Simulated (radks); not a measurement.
Spherical quantum dot in the effective-mass picture: electrons in a parabolic well V = omega^2 r^2 / 2 with omega = 0.119, all in effective atomic units (hartree* = m*/eps^2 hartree, bohr* = eps/m* bohr), one dielectric constant everywhere. Method: non-relativistic Kohn-Sham, PBE, spin-polarised, spherical densities; computed with a radial shooting solver with Libxc functionals. Levels are named by radial order and angular momentum (1s, 1p, 1d, 2s, ...), and open shells are averaged over m. Each electron was tried in the lowest free levels, single moves between levels near the top were tried too, and the lowest total energy was kept; such a search can miss a lower state. The series stops at N = 6: beyond it a trial failed or the search could not be trusted, so later rows were left out. At N = 1 the Hartree and exchange-correlation terms need not cancel, so that row can carry a self-interaction error.

N	open shells	2S	E (hartree*)	addition energy mu(N+1) - mu(N) (hartree*)	rms radius (bohr*)
1	1s(up 1, down 0)	1	0.176697	0.2261	3.567
2	none	0	0.579539	0.2339	4.156
3	1p(up 1, down 0)	1	1.21628	0.1383	4.809
4	1p(up 2, down 0)	2	1.99128	0.1357	5.245
5	1p(up 3, down 0)	3	2.90195	0.1608	5.595
6	1p(up 3, down 1)	2	3.97347	-	5.921

All shells are closed at N = 2 (there: 1s2); the second difference of the energy has clear peaks (12 % above both neighbours; the first and last values, which can be the largest, are not judged, and half-filled shells can peak too) at N = none.
